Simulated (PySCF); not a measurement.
Atomic charges by several schemes

Species: C5H9NSi.
Geometry (GFN2-xTB, Å), atoms numbered from 1 in this order:
```
atom  x, y, z in Å
C1    -3.0675    0.5316   -0.2493
C2    -1.8813    0.0894    0.1543
C3    -1.0635   -0.8073   -0.6453
N4     0.0781   -1.2505   -0.3612
Si5    1.2190   -1.0297    0.8989
C6     2.4443    0.2529    0.2598
C7     2.1962    1.1417   -0.6866
H8    -3.4842    0.2330   -1.1983
H9    -3.6635    1.2048    0.3437
H10   -1.4573    0.3922    1.1020
H11   -1.5051   -1.1207   -1.5957
H12    1.8323   -2.3530    1.0096
H13    0.7581   -0.5775    2.2257
H14    3.4205    0.2550    0.7294
H15    2.9250    1.8688   -1.0152
H16    1.2414    1.1781   -1.1880
```

Density: PBE0/pcSseg-1 (PySCF); schemes: Mulliken, IAO, Hirshfeld and ESP-fitted. One conformer (not necessarily the lowest) at the GFN2-xTB geometry, without solvent, vibrations or thermal averaging.

Q: What partial charge does each atom carry?

A: In e:

| atom | environment | Mulliken | IAO | Hirshfeld | ESP-fitted |
| --- | --- | --- | --- | --- | --- |
| C1 | terminal =CH2 carbon | -0.112 | -0.274 | -0.066 | -0.431 |
| C2 | alkene CH carbon | -0.253 | -0.174 | -0.046 | -0.188 |
| C3 | C=N carbon | +0.199 | +0.064 | +0.059 | +0.464 |
| N4 | C=N nitrogen | -0.581 | -0.543 | -0.236 | -0.668 |
| Si5 | SiH2 silicon | +0.782 | +0.877 | +0.355 | +0.703 |
| C6 | alkene CH carbon | -0.483 | -0.426 | -0.139 | -0.396 |
| C7 | terminal =CH2 carbon | -0.159 | -0.274 | -0.086 | -0.240 |
| H8 | vinylic hydrogen | +0.125 | +0.155 | +0.054 | +0.194 |
| H9 | vinylic hydrogen | +0.130 | +0.164 | +0.058 | +0.207 |
| H10 | vinylic hydrogen | +0.131 | +0.155 | +0.050 | +0.173 |
| H11 | hydrogen on a C=N carbon | +0.091 | +0.129 | +0.043 | +0.013 |
| H12 | Si–H hydrogen | -0.105 | -0.132 | -0.082 | -0.124 |
| H13 | Si–H hydrogen | -0.128 | -0.164 | -0.091 | -0.169 |
| H14 | vinylic hydrogen | +0.127 | +0.151 | +0.042 | +0.176 |
| H15 | vinylic hydrogen | +0.118 | +0.149 | +0.048 | +0.148 |
| H16 | vinylic hydrogen | +0.119 | +0.143 | +0.037 | +0.137 |

Mean size of the charges over all atoms: ESP-fitted 0.277 e, IAO 0.248 e, Mulliken 0.228 e, Hirshfeld 0.093 e. Each set sums to the total charge, 0, to within 0.001 e. The Hirshfeld scheme divides the density at each point in proportion to the densities of the neutral, spherically averaged free atoms. The ESP scheme is a least-squares fit of atom-centred charges to the potential on four shells outside the van der Waals surface, with the total charge fixed.

Lowest charge. All schemes agree: Mulliken N4 (-0.581); IAO N4 (-0.543); Hirshfeld N4 (-0.236); ESP-fitted N4 (-0.668).

Highest charge. All schemes agree: Mulliken Si5 (+0.782); IAO Si5 (+0.877); Hirshfeld Si5 (+0.355); ESP-fitted Si5 (+0.703).

Q: Sum the charges by element, for elements with more than one atom.

A: 
```json
{"element": "C", "atoms": "5", "Mulliken": "-0.808", "IAO": "-1.084", "Hirshfeld": "-0.279", "ESP-fitted": "-0.791"}
{"element": "H", "atoms": "9", "Mulliken": "+0.607", "IAO": "+0.750", "Hirshfeld": "+0.160", "ESP-fitted": "+0.756"}
```

Q: How closely do the schemes follow one another over all atoms?

A: Correlation coefficient and root-mean-square difference: IAO with Hirshfeld 0.98, 0.198 e; Mulliken with Hirshfeld 0.97, 0.182 e; Mulliken with IAO 0.97, 0.073 e; Mulliken with ESP-fitted 0.94, 0.120 e; IAO with ESP-fitted 0.93, 0.125 e; Hirshfeld with ESP-fitted 0.93, 0.226 e.
